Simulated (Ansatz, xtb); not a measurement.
## Relative energy of two isomers of CH2SSe

Structure I is `SC=[Se]`, a singlet and structure II is `C1S[Se]1`, a singlet. Both are isolated molecules in the gas phase, relaxed with B3LYP-D3(BJ)/def2-SVP; the shapes shown needn't be the lowest conformers.

I (Å):

```yaml
atoms:
  - { symbol: C, position_ang: [0.4057, 0.3995, 1.2799] }
  - { symbol: S, position_ang: [-0.8324, 1.5985, 1.1348] }
  - { symbol: Se, position_ang: [1.0641, -0.3742, 2.7326] }
  - { symbol: H, position_ang: [-1.0946, 1.7183, 2.4611] }
  - { symbol: H, position_ang: [0.7858, 0.1344, 0.2824] }
```

II (Å):

```json
{"atom": "C", "x (Å)": "0.3713", "y (Å)": "0.6357", "z (Å)": "1.7536"}
{"atom": "S", "x (Å)": "-0.2770", "y (Å)": "1.7098", "z (Å)": "0.4616"}
{"atom": "Se", "x (Å)": "-1.5113", "y (Å)": "0.1389", "z (Å)": "1.5281"}
{"atom": "H", "x (Å)": "0.6028", "y (Å)": "1.1176", "z (Å)": "2.7094"}
{"atom": "H", "x (Å)": "1.0851", "y (Å)": "-0.1295", "z (Å)": "1.4306"}
```

Task: Which of the two would you expect CCSD(T)/def2-TZVPP electronic energies to favour?

Result: Structure II; the calculation gives E(II) − E(I) = −4.1 kcal/mol.

The same difference at several levels:

```csv
level,geometry,E(II) − E(I) (kcal/mol),departure from the last row (kcal/mol),"job, with rough time for the two"
GFN2-xTB,GFN2-xTB,−14.8,−10.7,"optimisation, 0.095 s"
HF/STO-3G,GFN2-xTB,−16.3,−12.1,"single point, 0.28 s"
r2SCAN-D4/def2-SVP,GFN2-xTB,+2.4,+6.5,"single point, 1.7 s"
B3LYP-D3(BJ)/def2-SVP,B3LYP-D3(BJ)/def2-SVP,+1.5,+5.7,"optimisation, 12 s"
HF/def2-TZVPP,B3LYP-D3(BJ)/def2-SVP,−3.1,+1.0,part of the CCSD(T) run
MP2/def2-TZVPP,B3LYP-D3(BJ)/def2-SVP,−5.7,−1.6,part of the CCSD(T) run
CCSD(T)/def2-TZVPP,B3LYP-D3(BJ)/def2-SVP,−4.1,,"single point, 22 s"
```

As drawn, II has 1 S–Se, 1 C–Se, 1 C–H in place of 1 C=Se, 1 S–H. Structure I has no ring, II a 3-membered ring.

r2SCAN-D4/def2-SVP, B3LYP-D3(BJ)/def2-SVP put the two in the other order. The largest departure from CCSD(T)/def2-TZVPP is that of HF/STO-3G, 12.1 kcal/mol.

With harmonic frequencies from B3LYP-D3(BJ)/def2-SVP (ideal gas, rigid rotor, one conformer each, 298.15 K, 1 atm): the zero-point term adds +1.7 kcal/mol; ΔH is −2.6 and ΔG −2.3 kcal/mol.

The correlated steps freeze 15 core orbitals; the filled d shell of Se is correlated, in a basis made for valence electrons. Codes used: Ansatz 0.2.0, xtb 6.7.1; the last row on 1 thread of Intel(R) Xeon(R) 6975P-C (Granite Rapids) on a shared host.
